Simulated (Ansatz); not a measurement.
`CC1[CH2][AlH][SiH2]1`, relaxed with RKS PBE0-D4/def2-TZVP in the Gaussian-basis code of Ansatz from a PBE-D4/def2-SVP geometry. The force threshold is 0.005 eV/Å; the program also tests the step.

Charge 0, multiplicity 1.

Start:

```xyz
14

C     0.567    1.337    1.062
C    -0.278    0.430    0.162
C     0.278    0.240   -1.287
Al   -0.564   -1.527   -1.668
Si   -0.587   -1.405    0.764
H     1.583    0.912    1.209
H     0.114    1.467    2.067
H     0.693    2.348    0.616
H    -1.305    0.861    0.080
H     0.149    1.129   -1.941
H     1.380    0.058   -1.237
H    -0.989   -2.326   -2.997
H    -1.713   -1.583    1.755
H     0.671   -1.942    1.414
```

Problem. By how much does the energy fall, and how many steps does the optimiser take? (An estimate is asked.)

Solution. Ansatz gave: 4.78 kJ/mol, in 4 steps.

Problem. Which bonds change most? (An estimate is asked.)

Solution. Ansatz gave: C2–Si5 from 1.956 to 1.928 Å; C3–Al4 from 1.994 to 1.975 Å; Si5–H14 from 1.515 to 1.496 Å; Si5–H13 from 1.510 to 1.492 Å.

Problem. Give the relaxed structure. (Estimate.)

Solution. The calculation gave: 
```xyz
14

C     0.562    1.324    1.052
C    -0.280    0.422    0.164
C     0.279    0.234   -1.274
Al   -0.561   -1.511   -1.656
Si   -0.578   -1.388    0.759
H     1.562    0.902    1.192
H     0.118    1.454    2.043
H     0.685    2.318    0.607
H    -1.289    0.850    0.077
H     0.146    1.112   -1.913
H     1.365    0.059   -1.216
H    -0.980   -2.296   -2.975
H    -1.691   -1.565    1.736
H     0.664   -1.915    1.405
```
